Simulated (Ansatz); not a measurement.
Computed with Ansatz on PBE0-D4/def2-TZVP structures; ΔE is electronic, products minus reactants. CCSD(T)/CBS is the MP2 limit (def2-TZVPP, def2-QZVPP) plus CCSD(T) − MP2 in def2-TZVPP, frozen cores. This one scheme is used for every species. DFT in def2-TZVPP. Elements past krypton have def2 core potentials. For In outer-core shells are correlated without core-valence functions, which leaves a few kJ/mol of doubt a bond.

`[SiH3][CH2][InH2]` + `CF` → `F[CH2][InH2]` + `C[SiH3]`  (formal exchange of groups at the In–C bond)

| level | ΔE (kcal/mol) |
| --- | --- |
| LDA (SPW92) | 5.1 |
| HF/def2-SVP | 7.4 |
| CCSD(T)/def2-SVP | 7.7 |
| HF/def2-QZVPP | 7.2 |

**Question.** What does CCSD(T)/CBS give? (An estimate is asked.)

**Answer.** Computed: +8.2 kcal/mol. The listed levels differ from it by -3.1, -0.8, -0.5, -1.0 kcal/mol.

Largest T1 diagnostic among the species: 0.013.

From PBE to PBE0 (25 % exact exchange), in def2-TZVPP and without D4, ΔE moves by +1.2 kcal/mol. The D4 term adds +1.1 kcal/mol with B3LYP and +0.6 kcal/mol with PBE0; it sums over pairs of atoms, weighted by their polarisabilities, and B3LYP, whose exchange is more repulsive, gets the larger term.

B3LYP here is the variant with VWN-RPA as its local correlation; programs differ in this.
